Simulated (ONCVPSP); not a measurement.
# Before and after: ONCV potential for caesium (Cs)

| Property | Result |
| --- | --- |
| Element | Cs (Z = 55) |
| Generator | ONCVPSP 4.0.1 |
| Type | optimised norm-conserving Vanderbilt (ONCV) |
| Functional | PW91 |
| Relativity | scalar-relativistic |
| Frozen core | [Xe] |
| Valence charge | 1 |
| Reference configuration | 6s1 |
| Partial waves | 6s: rc 4.00 bohr, ncon 4, nbas 8, qcut 1.5 1/bohr, 3 projectors, debl 0.4 Ha; p scattering state at 0.13 Ha: rc 4.00 bohr, ncon 4, nbas 9, qcut 2.3 1/bohr, 2 projectors, debl 2.3 Ha; d scattering state at 0.24 Ha: rc 4.10 bohr, ncon 4, nbas 8, qcut 2.2 1/bohr, 2 projectors, debl 3 Ha; f scattering state at 0.12 Ha: rc 3.90 bohr, ncon 5, nbas 8, qcut 3.3 1/bohr, 2 projectors, debl 1.1 Ha |
| Local potential | polynomial inside 3.75 bohr (lpopt 5, dvloc0 4 Ha) |
| Core correction | polynomial model core, fcfact 0.5 |

In the d channel the program set the typed energies aside and used 0.050, 3.050 Ha.

All-electron outer shells of the reference configuration (PW91, scalar-relativistic, ld1.x):

| shell | level (eV) | outermost node (bohr) | outermost maximum (bohr) |
| --- | --- | --- | --- |
| 6s | -2.09 | 2.11 | 4.80 |

Change: s: qcut 0.9.

Cutoffs: the cutoffs (Ha) at which the residual kinetic energy of the hardest occupied pseudo-wave falls to 1 and 0.1 mHa per electron; they do not see the model core or the augmentation charge, which bear on the density cutoff. Errors are all-electron minus pseudo energies relative to the spin-unpolarised reference configuration.

Problem. What does the change do?

Solution. The potential gets harder (0.8 Ha and 1.9 Ha → 1.7 Ha and 8.3 Ha); both files keep a bound ghost (s).

```csv
quantity,base,changed
"cutoff, loose",0.8 Ha,1.7 Ha
"cutoff, tight",1.9 Ha,8.3 Ha
bound ghosts,s,s
GHOST(+) flags under 300 eV,s at 230.9 eV,none
"error for 6s0.5, meV [ΔE 1.47 eV]",-0.2,-0.3
"error for 6s0 6p1, meV [ΔE 1.36 eV]",+13,+12
s: phases at 4.07 bohr within 0.05 rad from the reference energy up to (Ha; the scan ends near 5),1.3,n/a
p: phases at 4.07 bohr within 0.05 rad from the reference energy up to (Ha; the scan ends near 5),0.5,0.5
d: phases at 4.16 bohr within 0.05 rad from the reference energy up to (Ha; the scan ends near 5),n/a,n/a
f: phases at 3.97 bohr within 0.05 rad from the reference energy up to (Ha; the scan ends near 5),0.2,0.2
"rms error of d²Exc/dni dnj with the model core, mHa",1.45,1.43
```

Base: The cutoffs count occupied waves only; projector 2 of the f channel, the hardest unoccupied one, needs 22 Ha at the loose tolerance. Changed file: The cutoffs count occupied waves only; projector 2 of the f channel, the hardest unoccupied one, needs 22 Ha at the loose tolerance. A true bound ghost makes a file unfit for plane-wave use even where its test errors are small: the radial tests pick states by their node count and pass the ghost by.
